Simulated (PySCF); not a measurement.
# How methods differ on the excitation energy of B⁺

B⁺ [He] 2s2 (1S) → B⁺ [He] 2s1 2p1 (3P), as a difference of total energies. Computed with PySCF 2.14 in x2c-TZVPPall, with scalar relativity by spin-free X2C-1e. Correlated levels: valence and next inner shell: nothing frozen. The calculations carry no spin-orbit coupling.

```json
{"method": "UHF", "excitation energy (cm⁻¹)": "25349"}
{"method": "MP2 (valence and next inner shell)", "excitation energy (cm⁻¹)": "32473"}
{"method": "SCS-MP2 (valence and next inner shell)", "excitation energy (cm⁻¹)": "34482"}
{"method": "CCSD (valence and next inner shell)", "excitation energy (cm⁻¹)": "37168"}
{"method": "CCSD(T) (valence and next inner shell)", "excitation energy (cm⁻¹)": "37219"}
{"method": "CCSDT (valence and next inner shell)", "excitation energy (cm⁻¹)": "37221"}
```

Errors of the correlated levels include the incompleteness of this basis.

The basis was made for the ground configuration and has no added diffuse functions, so the excitation energy can come out too high.

For comparison: 37350 cm⁻¹ (measured; NIST levels, between the centres of gravity of the two terms).
